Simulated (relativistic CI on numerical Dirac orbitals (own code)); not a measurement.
## Mn⁶⁺: resonant inelastic scattering at the M2,3 edge

Computed with this model: Dirac-Coulomb-Breit CI, separate exchange-only KLI orbitals for each configuration, QED by a radiative potential, Kramers-Heisenberg scattering through one core-hole configuration in a parametric crystal field, unscaled Slater integrals; configurations [Ar] 3d → [Ne] 3s2 3p5 3d2; 10 K; core-hole width 0.48 eV; summed over polarisations. Incident energies are the highest absorption maxima for each field (at most a few, so the weaker spin-orbit partner edge can be absent), on the computed scale of the free ion. Intensities are in per cent of the strongest line above 0.02 eV; levels within 1 cm⁻¹ are merged; final levels count from the ground level, the first row holds all elastic scattering, lines under 0.4 are left out and each table stops after 24 rows. The scale of the Slater integrals is a model choice and moves the terms in proportion.

Field parameters in Wybourne normalisation: D3d B²₀ = −7Dσ, B⁴₀ = −14Dq − 21Dτ, B⁴₃ = −14√(10/7) Dq; Td as Oh with Dq negative (B⁴₀ = 21Dq, B⁴₄ = √(5/14) B⁴₀). The field is a parameter set, without covalency.

S is read from ⟨S²⟩ = S(S + 1).

Td, 10Dq = -6550 cm⁻¹:

| Final level (eV) | Degeneracy | Irrep | S | 64.3 eV | 64.8 eV | 71.8 eV |
| --- | --- | --- | --- | --- | --- | --- |
| 0.000 | 4 | Γ8 | 0.50 | 81.0 | 65.0 | 256.1 |
| 0.796 | 4 | Γ8 | 0.50 | 55.1 | 51.4 | 100.0 |
| 0.884 | 2 | Γ7 | 0.50 | 5.5 | 24.2 | 56.2 |

D3d, 10Dq = 21550, Dσ = 230, Dτ = 400 cm⁻¹:

| Final level (eV) | Degeneracy | Irrep | S | 65.2 eV | 65.7 eV | 71.7 eV |
| --- | --- | --- | --- | --- | --- | --- |
| 0.000 | 2 | Γ4 | 0.50 | 101.2 | 68.9 | 134.0 |
| 0.383 | 2 | Γ5+Γ6 | 0.50 | 15.9 | 16.0 | 100.0 |
| 0.458 | 2 | Γ4 | 0.50 | 15.1 | 31.6 | 79.7 |
| 3.150 | 2 | Γ4 | 0.50 | 19.9 | 17.4 | 28.9 |
| 3.155 | 2 | Γ5+Γ6 | 0.50 | 10.7 | 13.1 | 35.8 |

For the first field the strongest loss at the lowest incident energy is the level at 0.80 eV (S = 0.50, against 0.50 in the thermal ground state).
